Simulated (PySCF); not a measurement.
Al(H)(Me)(NMe2), SMILES C[N](C)[AlH][CH3] (C₃H₁₀AlN), GFN2-xTB optimised geometry. Atoms within 1.6 Å of the plane z = 0.0 Å (x, y, z in Å): Al1 (0.57, -0.45, 0.00), H2 (2.11, -0.45, 0.00), C3 (-0.50, -2.12, 0.00), H4 (0.14, -3.01, 0.07), H5 (-1.11, -2.24, -0.90), H6 (-1.20, -2.17, 0.85), N7 (-0.11, 1.22, 0.00), C8 (-1.52, 1.58, 0.00), C9 (0.76, 2.38, 0.00), H10 (-1.78, 2.16, 0.89), H11 (-1.78, 2.17, -0.89), H12 (-2.11, 0.66, -0.01), H13 (0.60, 3.01, -0.89), H14 (0.59, 3.01, 0.89), H15 (1.80, 2.04, 0.00).

Level of theory: PBE0/def2-TZVP run with PySCF. Cells within 0.4 Å of a nucleus heavier than hydrogen are left out (blank, or x).

Map of the deformation density (molecule minus spherical neutral atoms) (e/bohr³) on the plane z = 0.0 Å:

```
|11111111111111111111111111111|
|11111111111111111111111111111|
|11111111111111111111111111111|
|11111111111111111111111111111|
|11111111111111000001111111111|
|11111111111100000000111111111|
|11111111000000011000011111111|
|1111111000000002x011011111111|
|111111100110000xx662001111111|
|1111110001x000352583001111111|
|1111110000xx51x41110001111111|
|1111110027524xx00000011111111|
|11111100393001741000111111111|
|11111100021001430011111111111|
|11111110000000100123111111111|
|111111110000000xx247211111111|
|111111111000111x0134111111111|
|11111111100013320011111111111|
|11111111100014521011111111111|
|111111111001xx321001111111111|
|111111111011xx421011111111111|
|11111111100014830011111111111|
|11111111110002410011111111111|
|11111111111000000011111111111|
|11111111111110000111111111111|
|11111111111111111111111111111|
|11111111111111111111111111111|
|11111111111111111111111111111|
|11111111111111111111111111111|
```
Scale: ten equal steps from -0.015 (start of '0') to 0.113 (end of '9'), in the order '0123456789'; x runs from -5.50 to 5.50, y from -5.50 (bottom) to 5.50 (top).
